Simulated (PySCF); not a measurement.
Cl3H2NZr, SMILES [Cl][Zr]([Cl])([Cl])[NH2], multiplicity 1. Geometry optimised at PBE-D3(BJ)/def2-SVP. The spin state was assumed, not searched. The structure was generated by enumeration; whether it is a known compound was not checked. The def2 effective core potentials stand for the cores of Zr; spin–orbit coupling is left out. The values are those of a single conformer.

**Question.** Give the equilibrium geometry at PBE-D3(BJ)/def2-SVP (PySCF confirms it by a frequency run) as Cartesian coordinates in Å. (Estimate from the structure and the level; the computed values follow.)

**Answer.** One answer among several that fit: 
```xyz
7

Zr     0.0197     0.0849    -0.1412
Cl    -0.2126     1.3600     1.8320
Cl     1.9883    -1.1986    -0.0200
Cl    -1.9598    -1.1233    -0.5395
N      0.2456     1.3515    -1.6775
H      1.1392     1.7390    -2.0063
H     -0.5171     1.7581    -2.2341
```
